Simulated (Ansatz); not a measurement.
Breaking a bond: Be2, singlet.

Methods: RKS-PBE = Ansatz (a quantum-chemistry and plane-wave program) with restricted PBE/cc-pVTZ; UKS-PBE = unrestricted PBE/cc-pVTZ run with Ansatz; UKS-B3LYP = unrestricted B3LYP/cc-pVTZ in Ansatz; FCI = Ansatz with full CI/cc-pVTZ, frozen core.

Energies relative to the lowest point of each curve near equilibrium, in kJ/mol; the last columns give the error against full CI:

```
R / Å  RKS-PBE  UKS-PBE  UKS-B3LYP   FCI  RKS-PBE − FCI  UKS-PBE − FCI  UKS-B3LYP − FCI
-----  -------  -------  ---------  ----  -------------  -------------  ---------------
1.90      59.3     44.6       43.0  55.9            3.4          -11.3            -13.0
2.03      27.6     19.9       17.3  26.6            1.0           -6.7             -9.3
2.11      15.6     10.2        8.5  15.6            0.0           -5.4             -7.1
2.26       3.4      1.4        1.0   4.3           -0.9           -2.9             -3.4
2.38       0.2      0.0        0.0   0.8           -0.6           -0.8             -0.8
2.44       0.0      0.4        0.4   0.2           -0.2            0.2              0.2
2.52       0.7      1.5        1.4   0.0            0.7            1.5              1.4
2.62       2.8      3.6        2.8   0.5            2.3            3.2              2.4
2.65       3.6      4.4        3.3   0.7            2.9            3.7              2.6
2.77       7.2      8.0        5.2   1.7            5.5            6.3              3.5
2.90      11.5     12.3        7.5   2.8            8.7            9.5              4.7
3.09      17.6     18.4       10.8   4.1           13.5           14.4              6.7
3.43      26.6     27.4       15.1   5.2           21.4           22.2              9.9
3.72      31.9     32.7       17.3   5.7           26.2           27.0             11.6
4.15      36.5     37.3       18.9   6.1           30.4           31.2             12.8
4.48      38.4     39.2       19.5   6.5           31.9           32.7             13.1
5.06      39.9     40.8       19.8   6.9           33.0           33.9             12.9
5.46      40.4     41.2       19.8   7.1           33.3           34.1             12.7
6.24      40.9     41.7       19.7   7.4           33.5           34.3             12.3
6.77      41.0     41.8       19.7   7.5           33.5           34.3             12.2
7.47      41.1     41.9       19.6   7.6           33.5           34.3             12.0
```

RKS-PBE is furthest from FCI at 7.47 (33.5 kJ/mol, above); its mean absolute error over the points is 15.1 kJ/mol.

UKS-PBE is furthest from FCI at 7.47 (34.3 kJ/mol, above); its mean absolute error over the points is 16.7 kJ/mol.

UKS-B3LYP is furthest from FCI at 4.48 (13.1 kJ/mol, above); its mean absolute error over the points is 7.8 kJ/mol.

The unrestricted determinant behind UKS-PBE is spin-contaminated at 1.90 to 2.52 Å (<S²> up to 0.7, against 0.00 for a pure singlet). The unrestricted determinant behind UKS-B3LYP is spin-contaminated at 1.90 to 2.62 Å (<S²> up to 0.7, against 0.00 for a pure singlet). Also computed but left out beside FCI, since their determinant holds another spin at the minimum (<S²> over 0.7 above the pure value): UHF, UMP2, UCCSDT, UCCSDT(Q), UHF/LANL2DZ, UMP2/6-31G*.
